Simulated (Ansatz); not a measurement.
Cost and result up the ladder for (CdS)4 cube (Cd₄S₄) (8 atoms). Charge 0, multiplicity 1. Geometry: PBE-D4/def2-SVP.

```xyz
8

Cd    0.217   -0.102   -1.911
Cd    0.752    1.652    0.644
Cd    0.906   -1.484    0.829
Cd   -1.875   -0.066    0.438
S    -1.171    1.918   -1.072
S     2.423    0.086   -0.566
S    -0.972   -2.136   -0.833
S    -0.281    0.132    2.471
```

Ansatz on 4 threads of Arm Neoverse V2 on a shared host. Times are rough, and most runs start from the orbitals of an earlier one. PBE0-D4/def2-TZVP serves as the yardstick here, not as an exact answer. Differences are given only for rows in sets of like size (and for xTB, whose basis is part of the method), since another set adds its own error. Binding counts from free atoms at the same level (Cd singlet, S triplet; other spins of the atoms weren't run), without zero-point energy or a counterpoise term.

In the def2 sets Cd takes a core potential; there is no spin–orbit coupling. Correlated methods freeze 20 core orbitals; core or outer-core shells of Cd are correlated, in sets that lack core-valence functions. Another isomer (singlet) lies 0.87 eV lower at PBE0-D4/def2-TZVP; other spin states weren't run for this one.

Correlated methods converge slowly with the basis.

| level | functions | wall time |
| --- | --- | --- |
| PBE-D4/def2-SVP | 196 | 3.7 s |
| PBE0-D4/def2-SVP | 196 | 7 s |
| PBE-D4/def2-TZVP (with forces) | 308 | 7.5 s |
| HF/def2-TZVP | 308 | 12 s |
| MP2/def2-TZVP | 308 | 15 s |
| BHLYP-D4/def2-TZVP | 308 | 17 s |
| PBE0-D4/def2-TZVP | 308 | 18 s |
| r2SCAN-D4/def2-TZVP | 308 | 19 s |
| RPA@PBE/def2-TZVP | 308 | 22 s |
| r2SCANh-D4/def2-TZVP | 308 | 25 s |

Question: Estimate what each level gives for the binding energy per atom (eV).

Answer: 
```json
{"level": "PBE-D4/def2-SVP", "binding energy per atom (eV)": "2.01", "difference from PBE0-D4/def2-TZVP (eV)": "–"}
{"level": "PBE0-D4/def2-SVP", "binding energy per atom (eV)": "1.99", "difference from PBE0-D4/def2-TZVP (eV)": "–"}
{"level": "PBE-D4/def2-TZVP (with forces)", "binding energy per atom (eV)": "1.96", "difference from PBE0-D4/def2-TZVP (eV)": "0.01"}
{"level": "HF/def2-TZVP", "binding energy per atom (eV)": "1.06", "difference from PBE0-D4/def2-TZVP (eV)": "-0.89"}
{"level": "MP2/def2-TZVP", "binding energy per atom (eV)": "1.92", "difference from PBE0-D4/def2-TZVP (eV)": "-0.03"}
{"level": "BHLYP-D4/def2-TZVP", "binding energy per atom (eV)": "1.75", "difference from PBE0-D4/def2-TZVP (eV)": "-0.20"}
{"level": "PBE0-D4/def2-TZVP", "binding energy per atom (eV)": "1.95", "difference from PBE0-D4/def2-TZVP (eV)": "0.00"}
{"level": "r2SCAN-D4/def2-TZVP", "binding energy per atom (eV)": "1.99", "difference from PBE0-D4/def2-TZVP (eV)": "0.04"}
{"level": "RPA@PBE/def2-TZVP", "binding energy per atom (eV)": "1.64", "difference from PBE0-D4/def2-TZVP (eV)": "-0.31"}
{"level": "r2SCANh-D4/def2-TZVP", "binding energy per atom (eV)": "1.97", "difference from PBE0-D4/def2-TZVP (eV)": "0.02"}
```
